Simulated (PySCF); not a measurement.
# CeH3, doublet: data card

Computed with UPBE0/[Ce def2-SVP with ECP28, H def2-SVP], scalar-relativistic core potentials, density fitting, no spin–orbit coupling, PySCF.

The structure is a minimum.

Z-matrix (Å, degrees; charge 0 multiplicity 2):
```
Ce
H  1 2.0527
H  1 2.0527 2 109.91
H  1 2.0527 2 109.91 3 -121.09
```

- Point group: C3v
- Bond lengths: Ce–H 2.053 Å (×3)
- Bond angles: H–Ce–H 109.9° (×3)
- Rotational symmetry number: 3
- Highest occupied level (β): -6.72 eV
- Heat capacity Cp at 298.15 K: 51.5 J/(mol K)
- Rotational constants: 2.402, 2.402, 1.481 cm⁻¹
- Spin squared ⟨S²⟩: 0.752
- Enthalpy at 298.15 K above 0 K: 12.08 kJ/mol
- Principal quadrupole moments (Buckingham, traceless) about the centre of mass: -6.26, -6.26, 12.52 D Å
- Lowest empty level (α): -1.76 eV
- Dipole moment: 4.77 D
- Zero-point energy: 33.2 kJ/mol
- Entropy at 298.15 K and 1 bar (electronic part: spin only): 252.7 J/(mol K)
- Principal polarisabilities: 36.9, 63.5, 63.5 bohr³

Harmonic modes (masses in u: Ce 139.905, H 1.008):
```
symmetry  ω (cm⁻¹)  IR (km/mol, summed over degenerate members)
      a1       339                                          448
       e       516                                          243
       e      1364                                         2176
      a1      1459                                          154
```

In C3v the vibrations span 2a1 + 2e.

Charges (e):
```
  atom  Mulliken  Löwdin  polar tensor  spin (Mulliken)  Mayer order to Ce1
   Ce1      0.92    0.68          1.70             1.01                   –
H2,3,4     -0.31   -0.23         -0.57             0.00                0.90
```

Mulliken populations on Ce1 (electrons outside its core potential): s 4.50, p 12.14, d 11.31, f 1.13.

Formally Ce is in oxidation state +3, with 1 electron left for the f, d and s shells; the Mulliken f population is 1.13 and the spin on Ce 1.01.

This need not be the most stable arrangement of these atoms. Open d and f shells are described by one determinant, and the ground state may have another occupation or spin. The pruned grid is coarse for the open f shell: energies are uncertain by about 2 kJ/mol and soft modes are noisy. No spin–orbit coupling is included, which matters more the heavier the element.

The final relaxation and frequency run took roughly 80 core-seconds on a shared host.
